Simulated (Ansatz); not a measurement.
`SC1N=[C]1[GaH2]`. The species carries charge 0 and has multiplicity 1. The geometry is a stationary point of PBE0-D4/def2-TZVP. It is one conformer, not always the lowest.

```xyz
9

S    -0.303    0.449    1.535
C     1.129    0.500    0.428
N     1.632   -0.799   -0.095
C     0.769   -0.204   -0.801
Ga   -1.206   -0.181   -1.088
H    -0.097   -0.784    2.038
H     1.781    1.356    0.528
H    -1.762    1.217   -1.489
H    -1.945   -1.554   -1.055
```

Problem. What is the dipole moment at B3LYP/def2-TZVPP? (An estimate is asked.)

Solution. Computed: 1.33 D, with components (-1.03, 0.80, 0.25) D in this frame, pointing from negative to positive charge.

Problem. And with PBE, r2SCAN, ωB97M-V? (Estimate.)

Solution. Computed: PBE 1.24 D, r2SCAN 1.23 D, ωB97M-V 1.35 D.

Problem. Give the Mulliken charges with B3LYP, PBE, r2SCAN in def2-TZVPP. (Best estimate.)

Solution. Ansatz gave: 
| atom | B3LYP | PBE | r2SCAN |
| --- | --- | --- | --- |
| S1 | -0.14 | -0.13 | -0.14 |
| C2 | -0.04 | -0.05 | 0.02 |
| N3 | -0.19 | -0.13 | -0.23 |
| C4 | 0.01 | -0.01 | 0.00 |
| Ga5 | 0.21 | 0.15 | 0.25 |
| H6 | 0.12 | 0.13 | 0.12 |
| H7 | 0.11 | 0.10 | 0.08 |
| H8 | -0.04 | -0.03 | -0.05 |
| H9 | -0.04 | -0.03 | -0.05 |

B3LYP here is the variant with VWN-RPA as its local correlation; programs differ in this.
